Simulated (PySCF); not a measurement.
In(OH)(NH2)2, SMILES [In]([NH2])([NH2])[OH], PBE0/def2-SVP optimised geometry.

```
9

In    -0.15     0.02     0.00
O     -1.12    -1.70     0.37
H     -0.52    -2.43     0.58
N     -1.35     1.65     0.00
H     -2.33     1.45    -0.18
H     -1.06     2.43    -0.60
N      1.89     0.02     0.00
H      2.33     0.82    -0.44
H      2.32    -0.82    -0.38
```

Density from PBE0/def2-TZVP, def2 effective core potentials past Kr (PySCF) at that geometry. The core electrons that the potentials of In replace are not part of the density.

Minimum of the electron density along straight lines between bonded atoms, close to the bond critical point (lines longer than 1.1 times the sum of covalent radii, or with two minima, are not listed):

| bond | length / Å | ρ at the minimum / e bohr⁻³ | ∇²ρ there / e bohr⁻⁵ | position (fraction from the first atom) |
|---|---|---|---|---|
| In1–O2 | 2.004 | 0.110 | (withheld) | 0.52 |
| O2–H3 | 0.963 | 0.358 | (withheld) | 0.80 |
| In1–N4 | 2.029 | 0.114 | 0.37 | 0.52 |
| N4–H5 | 1.017 | 0.330 | -1.56 | 0.73 |
| N4–H6 | 1.016 | 0.331 | -1.56 | 0.73 |
| In1–N7 | 2.037 | 0.112 | 0.37 | 0.52 |
| N7–H8 | 1.017 | 0.330 | -1.54 | 0.73 |
| N7–H9 | 1.017 | 0.330 | -1.54 | 0.73 |

Q: What belongs in the gaps?

A: 
- In1–O2, ∇²ρ there / e bohr⁻⁵: 0.48
- O2–H3, ∇²ρ there / e bohr⁻⁵: -2.36
